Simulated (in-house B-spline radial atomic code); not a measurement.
Values are calculated unless marked as measured or tabulated.
## Building a PAW s channel for Ag, r_c = 2.32 bohr

Ag, [Kr] 4d10 5s1, non-relativistic PBE, spherical and spin-unpolarised, from an all-electron radial atomic-structure program (B-spline basis) (atomic units; all potentials screened as in the neutral atom).

Two all-electron partial waves φ1, φ2 are integrated outwards at E1 = ε(5s) = -0.146702 and E2 = E1 + 1 hartree; φ1 is the bound orbital and φ2 has unit norm inside r_c = 2.3229 bohr. Smooth partners are polynomials, r^1(a0 + a1 r² + a2 r⁴ + a3 r⁶), matched to φ and three derivatives at r_c, with no condition on the norm. The local potential is -5.13704 + (2.48899) r² + (-0.488593) r⁴ + (0.0348762) r⁶ inside 1.9027 bohr and the all-electron one outside.

```
wave     φ(r_c)    φ'(r_c)          a0          a1           a2            a3
   1  0.5808284  0.1095956  0.09949752  0.09603342   -0.0176705  0.0009347323
   2   0.630057  -1.456395   0.7864387  0.06054538  -0.04586039   0.003140086
```

Inside r_c the overlaps are <φi φj> = [[0.22677, 0.45748], [0.45748, 1.00000]] and, for the smooth waves, [[0.24280, 0.55773], [0.55773, 1.50030]]. With χj = (Ej − T − V_local) applied to smooth wave j, the program's quadrature gives the matrix B_ij = <smooth i, χj> as [[0.18906, 0.77425], [0.67401, 2.87258]].

Check the match of the first wave, and find the augmentation charges q_ij.

At r_c the four terms are 0.23112, 1.20369, -1.19509, 0.34112, which sum to 0.5808, φ1(r_c) to rounding. q_ij is the all-electron overlap less the smooth one: [[-0.01603, -0.10024], [-0.10024, -0.50030]]. The smooth first wave has a norm of 0.2428 inside r_c against 0.2268, so q11 is negative and must stay small enough for the overlap operator to be positive.

B isn't symmetric. Show that D_ij = B_ij + Ej q_ij is.

Integrating by parts gives B12 − B21 = (E1 − E2) q12: 0.77425 − (0.67401) = 0.10024, and −1 × (-0.10024) = 0.10024. So D12 = 0.77425 + (0.853298)(-0.10024) = 0.68872 and D21 = 0.67401 + (-0.146702)(-0.10024) = 0.68872; D11 = 0.19142, D22 = 2.44568. The projectors, p = (B⁻¹)ᵀ χ, are dual to the smooth waves; det B = 0.021.

Solving (T + V_local + Σ p D p) ψ = E (1 + Σ p q p) ψ in a sphere of 9 bohr, whose wall lifts the free-atom level a little, gives these levels:

```csv
all-electron,one projector,two projectors
-0.145496,-0.400421,-18.684300
0.112522,-0.145496,-0.145496
0.472811,0.113108,0.112515
0.991432,0.475035,0.472795
1.660180,0.993671,0.991423
```

What does the second projector gain?

With one projector a ghost lies below the reference level, so the set fails. With two a ghost lies below the reference level, so the set fails. The lowest eigenvalue of the overlap operator is 0.8077 with one and 0.02368 with two projectors. The smooth orbital alone needs a cutoff of 3.28 hartree for 1 millihartree of kinetic energy, against 6.48 for a norm-conserving Troullier-Martins orbital of the same radius, which is no gain while the set fails.
